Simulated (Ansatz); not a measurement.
A basis-limit estimate, worked out

An elementary step of BNH5O2F, singlet (BNH₄O₂ ([NH2][B]([OH])[OH]) + HF → BH₂O₂F ([OH][B]([OH])[F]) + NH₃ (still joined by a long B–N bond); bonds formed: B1–F6, N2–H5; bonds broken: H5–F6; bonds weakened to dative contacts: B1–N2). “Start” is the structure reached by relaxing down from the saddle towards the reactants; PBE0-D4/def2-TZVP structures. The saddle:

B1  (-0.357, 0.144, -0.223)
N2  (1.153, -0.144, -0.104)
O3  (-0.926, -0.483, -1.291)
O4  (-0.902, 1.289, 0.310)
H5  (0.734, -0.801, 0.821)
F6  (-0.355, -1.025, 1.317)
H7  (1.744, 0.642, 0.128)
H8  (1.538, -0.678, -0.871)
H9  (-1.868, -0.305, -1.344)
H10  (-0.762, 1.360, 1.256)
(Å)

Program: Ansatz 0.2.0. Basis: def2-TZVPP and def2-QZVPP. Cores are frozen in the correlated methods.

Energies in eV:

| quantity | saddle | start |
| --- | --- | --- |
| Hartree–Fock, triple zeta (X = 3) | -9020.05181 | -9021.28771 |
| Hartree–Fock, quadruple zeta (X = 4) | -9020.46732 | -9021.71213 |
| MP2 correlation, X = 3 | -29.43830 | -29.07962 |
| MP2 correlation, X = 4 | -31.82825 | -31.47258 |
| CCSD(T) correlation, X = 3 | -30.84415 | -30.50961 |

**Question.** Work out the barrier at the basis limit: extrapolate Hartree–Fock as E(X) = E∞ + A exp(−7.88 √X) and the MP2 correlation as E(X) = E∞ + B X^−2.97 (the exponents that Neese and Valeev fitted for def2-TZVPP and QZVPP), then add CCSD(T) − MP2 in triple zeta.

**Answer.** Each step is linear, so take the differences first (saddle − start): Hartree–Fock 1.23590 (X = 3) and 1.24481 (X = 4); MP2 correlation -0.35868 and -0.35567; CCSD(T) correlation -0.33454.
Two points give E∞ = E(4) + w [E(4) − E(3)], with w = 1/(exp(7.88 (2 − √3)) − 1) = 0.1377 for Hartree–Fock and w = 1/((4/3)^2.97 − 1) = 0.7407 for the correlation.
Hartree–Fock: 1.24481 + 0.1377 × 0.00891 = 1.2460 eV.
MP2 correlation: -0.35567 + 0.7407 × 0.00301 = -0.3534 eV.
CCSD(T) − MP2: -0.33454 − (-0.35868) = 0.0241 eV.
Sum: 1.2460 + (-0.3534) + 0.0241 = 0.9167 eV, or 21.14 kcal/mol. Plain CCSD(T) in triple zeta gives 0.9014 eV, so the larger basis shifts the result by 0.0153 eV.

No T1 diagnostic of these runs exceeds 0.013.

Steps of this kind, hydrogen fluoride cutting a network bond, underlie vapour etching and the fluorination step of atomic layer etching.

Labels in which every atom is bracketed show which atoms are joined, not bond orders.

For scale, one of the runs: CCSD(T)/def2-TZVPP, 225 basis functions, launched by `ansatz run in.yaml --threads 4 --pin off --events-out ev --progress --plain --max-ram 9574MiB`. Time: 120 s of wall clock on 4 CPU threads of an Arm Neoverse V1; the host was shared. Peak host memory: 4.1 GiB.
